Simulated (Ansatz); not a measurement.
**Two structures, one formula**

The two ends of one reaction step of C$_{2}$H$_{10}$Ge, singlet (PBE0-D4/def2-TZVP).

A:

Ge1  (-0.858, 0.006, 2.322)
C2  (1.148, -0.375, -1.196)
C3  (-0.074, 0.367, -1.705)
H4  (0.510, 0.673, 2.128)
H5  (-1.950, 0.888, 1.701)
H6  (-1.135, -0.169, 3.821)
H7  (0.869, -1.293, -0.673)
H8  (-0.860, -1.367, 1.637)
H9  (1.814, -0.655, -2.017)
H10  (1.726, 0.237, -0.499)
H11  (-0.742, 0.652, -0.888)
H12  (0.205, 1.283, -2.231)
H13  (-0.653, -0.246, -2.400)
(Å)

B:

Ge1  (-0.197, 0.527, 1.324)
C2  (0.746, 0.189, -0.360)
C3  (0.066, 0.826, -1.563)
H4  (-0.269, 2.043, 1.593)
H5  (-1.638, -0.014, 1.240)
H6  (0.515, -0.152, 2.508)
H7  (-0.472, -3.278, 0.713)
H8  (-0.999, -2.790, 0.917)
H9  (0.822, -0.895, -0.485)
H10  (1.768, 0.562, -0.248)
H11  (-0.003, 1.912, -1.457)
H12  (0.614, 0.622, -2.487)
H13  (-0.951, 0.447, -1.696)
(Å)

Computed with Ansatz 0.2.0 (basis: def2-TZVPP); correlated methods freeze the cores. Filled d shells of the heavier atoms are correlated. The def2 sets are not built for correlating such inner shells, so the correlated values are less sure here. B3LYP uses VWN-RPA correlation.

(1) Which structure is lower at CCSD(T), and by how much? (To be estimated.)

T1 diagnostic: at most 0.011.

## Answers

(1) The calculation gives: A, by 43.1 kJ/mol (electronic energy, against the other). By their contacts, A is a complex of C₂H₆ (CC) + GeH₄ and B is a complex of C₂H₈Ge ([CH3][CH2][GeH3]) + H₂.

All methods give the same order:

```tsv
method	E(B) − E(A) (kJ/mol)
SPW92	45.1
PBE-D4	42.8
BLYP-D4	44.0
r2SCAN-D4	44.7
B97M-V	55.2
PBE0-D4	46.2
B3LYP-D4	47.9
r2SCAN0-D4	47.1
BHLYP-D4	52.4
CAM-B3LYP-D4	51.6
wB97X-V	46.9
wB97M-V	45.4
B2PLYP	47.9
PBE-QIDH	44.6
RPA on PBE	42.7
HF	65.3
MP2	36.1
CCSD	47.1
CCSD(T)	43.1
```

Labels in which every atom is bracketed show which atoms are joined, not bond orders.

For scale, one of the runs: CCSD(T)/def2-TZVPP, 250 basis functions, launched by `ansatz run in.yaml --threads 8 --pin off --events-out ev --progress --plain --max-ram 19148MiB`. Time: 90 s of wall clock on 8 CPU threads of an Arm Neoverse V1; the host was shared. Peak host memory: 5.4 GiB.
